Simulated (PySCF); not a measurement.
Job file and geometry (Å, from GFN2-xTB) of an NMR shielding run on SMILES [BH3-][P@H+](CC)CC(F)(F)F, C4H11BF3P, PySCF 2.14.0, density-fitted response routines, GIAO PBE0/pcSseg-1 NMR shielding, non-relativistic, gas phase; density fitting, a coarse starting grid and PySCF grid level 2 are the driver's defaults:

```
{"job": {"kind": "nmr", "xc": "PBE0", "basis": "pcSseg-1"}, "charge": 0, "multiplicity": 1}
B     -0.370523     2.467659    -0.523335
P     -0.231951     0.566114    -0.488150
C     -1.625404    -0.321705     0.322890
C     -1.646998    -1.825373     0.076978
C      1.239113    -0.024009     0.493874
C      2.323509    -0.460566    -0.454145
F      2.497435     0.405520    -1.460195
F      2.041287    -1.645458    -1.023137
F      3.516248    -0.606404     0.142335
H     -0.498147     2.708016     0.642475
H      0.643138     2.876859    -0.985607
H     -1.341296     2.712514    -1.162929
H     -0.076540    -0.245834    -1.613918
H     -1.571593    -0.092101     1.391690
H     -2.541370     0.139599    -0.055764
H     -2.473493    -2.281821     0.617682
H     -1.775985    -2.035040    -0.982555
H     -0.723761    -2.298511     0.405214
H      1.608528     0.822344     1.078095
H      1.002653    -0.851126     1.165770
```

**Question.** Write the output of this run.

**Answer.** 
```
coarse grid: 17136 points
cycle   1  E = -823.8285264632  dE =  1.102e+00  |g| = 9.628e-01  |ddm| = 3.768e+00
cycle   2  E = -823.7014597102  dE =  1.271e-01  |g| = 1.357e+00  |ddm| = 1.520e+00
cycle   3  E = -824.0107887192  dE = -3.093e-01  |g| = 1.043e-01  |ddm| = 8.124e-01
cycle   4  E = -824.0131208353  dE = -2.332e-03  |g| = 3.642e-02  |ddm| = 1.190e-01
cycle   5  E = -824.0134221761  dE = -3.013e-04  |g| = 6.468e-03  |ddm| = 3.357e-02
cycle   6  E = -824.0134327638  dE = -1.059e-05  |g| = 1.715e-03  |ddm| = 1.009e-02
cycle   7  E = -824.0134334877  dE = -7.240e-07  |g| = 3.923e-04  |ddm| = 1.845e-03
final grid: 161872 points
cycle   8  E = -824.0862474732  dE = -6.596e-05  |g| = 9.313e-03  |ddm| = 3.487e-02
cycle   9  E = -824.0862407750  dE =  6.698e-06  |g| = 1.133e-02  |ddm| = 1.470e-02
cycle  10  E = -824.0862682602  dE = -2.749e-05  |g| = 1.078e-03  |ddm| = 7.758e-03
cycle  11  E = -824.0862684852  dE = -2.249e-07  |g| = 2.354e-04  |ddm| = 1.043e-03
cycle  12  E = -824.0862684946  dE = -9.397e-09  |g| = 7.269e-05  |ddm| = 2.149e-04
cycle  13  E = -824.0862684959  dE = -1.275e-09  |g| = 1.671e-05  |ddm| = 8.491e-05
cycle  14  E = -824.0862684959  dE = -7.549e-11  |g| = 4.534e-06  |ddm| = 2.096e-05
converged SCF energy = -824.0862684959

GIAO shielding tensors (ppm)
atom      isotropic    diamagn.    paramagn.     s11        s22        s33       span
  0 B      148.665     189.871     -41.206    141.807    147.313    156.876     15.068
  1 P      337.827     969.248    -631.421    291.674    311.693    410.115    118.441
  2 C      165.219     256.792     -91.574    156.370    161.820    177.466     21.096
  3 C      173.721     248.098     -74.377    159.344    174.087    187.732     28.388
  4 C      152.717     258.930    -106.213    134.101    151.486    172.562     38.462
  5 C       52.410     245.184    -192.773     47.644     52.003     57.585      9.941
  6 F      247.429     475.509    -228.080    165.533    245.935    330.819    165.286
  7 F      250.244     475.881    -225.637    167.431    242.304    340.996    173.565
  8 F      242.035     469.607    -227.573    153.790    236.140    336.174    182.384
  9 H       30.894      29.946       0.948     27.692     29.277     35.712      8.020
 10 H       30.661      29.275       1.387     26.440     30.101     35.443      9.003
 11 H       30.869      29.366       1.504     27.031     29.034     36.544      9.513
 12 H       27.102      32.921      -5.819     23.704     27.151     30.452      6.748
 13 H       30.380      33.639      -3.260     26.046     29.078     36.015      9.968
 14 H       29.914      32.082      -2.168     23.945     29.366     36.430     12.485
 15 H       30.143      28.144       1.999     24.703     27.051     38.676     13.974
 16 H       30.643      30.317       0.326     26.454     28.484     36.990     10.536
 17 H       30.490      31.641      -1.151     25.321     30.998     35.150      9.829
 18 H       29.106      32.048      -2.942     24.909     28.858     33.551      8.643
 19 H       29.401      33.696      -4.294     25.294     29.523     33.387      8.092
```

Size and cost of the density-fitted run: 215 basis functions, about 100 core-seconds.
